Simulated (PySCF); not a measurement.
A calculated (LDA, PySCF 2.14, x2c-QZVPPall with one added diffuse shell each of s, p, d, f, g type, the spin-free X2C one-electron Hamiltonian (Gaussian nucleus)) atom or ion has these occupied shells.

```tsv
shell	electrons	orbital energy (eV)	rms radius, mean of both spins (bohr)
1s α	1	-7002.7	0.0676
1s β	1	-7002.6	0.0676
2s α	1	-844.67	0.291
2s β	1	-841.87	0.291
2p α	3	-724.49	0.261
2p β	3	-722.33	0.261
3s α	1	-121.06	0.867
3s β	1	-115.22	0.867
3p α	3	-87.240	0.922
3p β	3	-81.525	0.922
3d α	5	-34.057	1.12
4s α	1	-23.586	2.51
```

Name the element and its charge.

Fe(2+) (iron, charge +2), in [Ar] 3d5 4s1, high-spin 7S determinant (an excited configuration).
